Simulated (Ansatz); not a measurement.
`Cl[SiH]1CC1` + `CF` → `FC[SiH]1CC1` + HCl  (formal exchange of groups at the Si–Cl bond)

Computed with Ansatz on PBE0-D4/def2-TZVP structures; ΔE is electronic, products minus reactants. CCSD(T)/CBS adds triple-zeta CCSD(T) − MP2 to the extrapolated MP2 energy (def2 sets, frozen cores). This one scheme is used for every species. Functionals use def2-TZVPP. Each species was taken in one conformer, which may not be the lowest.

```tsv
species	PBE0 energy (Eh)
`Cl[SiH]1CC1`	-828.60850
`CF`	-139.65488
`FC[SiH]1CC1`	-507.55501
HCl	-460.66547
```

Problem. Work out ΔE.

Solution. ΔE = (-507.55501) + (-460.66547) − (-828.60850) − (-139.65488) = 0.04290 Eh = +112.6 kJ/mol. CCSD(T)/CBS gives +113.8 kJ/mol.

Largest T1 diagnostic among the species: 0.011.

From PBE to PBE0 (25 % exact exchange), in def2-TZVPP and without D4, ΔE moves by +5.3 kJ/mol. In def2-TZVPP, CCSD(T) changes the Hartree–Fock value by −18.0 kJ/mol (the triples alone add −1.6 kJ/mol) and MP2 by −11.6 kJ/mol.
